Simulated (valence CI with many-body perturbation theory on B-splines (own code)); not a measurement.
## Which ion has this spectrum?

A relativistic CI+MBPT calculation for an atom or ion with 23 electrons gives these levels (cm⁻¹):

| J | Parity | E | g |
| --- | --- | --- | --- |
| 5/2 | even | 0.0 | 1.73 |
| 5/2 | even | 92466 | 1.15 |
| 7/2 | even | 149904 | 1.13 |
| 3/2 | even | 154835 | 1.30 |
| 11/2 | even | 158106 | 1.16 |
| 9/2 | even | 174916 | 1.16 |
| 5/2 | even | 178092 | 1.12 |
| 1/2 | even | 188064 | 1.88 |
| 7/2 | even | 218681 | 1.17 |
| 5/2 | even | 230664 | 1.21 |
| 7/2 | even | 254462 | 1.19 |
| 11/2 | even | 258964 | 1.05 |
| 3/2 | even | 262020 | 0.85 |
| 9/2 | even | 273801 | 1.15 |

The energies are calculated, and their last digits are not significant.

Which is it?
A. I30+
B. Te29+
C. Xe31+
D. Cs32+

C. Xe31+, ground level (3d3/2^4 3d5/2) J=5/2.
